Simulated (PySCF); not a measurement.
## KI: script and output

File input.py (PySCF 2.14):

```python
from pyscf import gto, scf, tdscf

mol = gto.M(
    atom='K 0 0 0; I 0 0 2.724',
    basis='x2c-svpall',
    charge=0,
    spin=0,
    verbose=3,
)
mf = scf.RHF(mol)
mf = mf.sfx2c1e()
mf.kernel()
td = tdscf.TDA(mf)
td.nstates = 8
td.kernel()
td.analyze()
mf.dip_moment()
print('orbital energies (hartree):', mf.mo_energy[..., max(0, mol.nelec[1]-3):mol.nelec[0]+3].round(4))
```

```bash
$ OMP_NUM_THREADS=1 python input.py
```

Output:

```
converged SCF energy = -7713.51305514223
Excitation energies (eV)
[4.51853354 4.51853354 4.75192756 6.07976902 6.07976902 6.13708783
 6.25291587 6.25291587]

** Singlet excitation energies and oscillator strengths **
Excited State   1:      4.51853 eV    274.39 nm  f=0.0458
Excited State   2:      4.51853 eV    274.39 nm  f=0.0458
Excited State   3:      4.75193 eV    260.91 nm  f=0.0930
Excited State   4:      6.07977 eV    203.93 nm  f=0.0000
Excited State   5:      6.07977 eV    203.93 nm  f=0.0000
Excited State   6:      6.13709 eV    202.02 nm  f=0.0000
Excited State   7:      6.25292 eV    198.28 nm  f=0.0347
Excited State   8:      6.25292 eV    198.28 nm  f=0.0347
Dipole moment(X, Y, Z, Debye):  0.00000,  0.00000, -9.86048
orbital energies (hartree): [-0.2966 -0.2897 -0.2897 -0.0047  0.0639  0.0757]
```

In short: E(SCF) = -7713.513055 Eh, μz(SCF) = -9.86 D, first singlet excitations without spin–orbit coupling 4.52, 4.52, 4.75, 6.08, 6.08 eV.

Run time: 3.1 s on 1 thread of Intel Xeon Platinum 8488C (shared host).

Stability towards an unrestricted solution was not tested. The bond length is a typed value, not an optimised one.
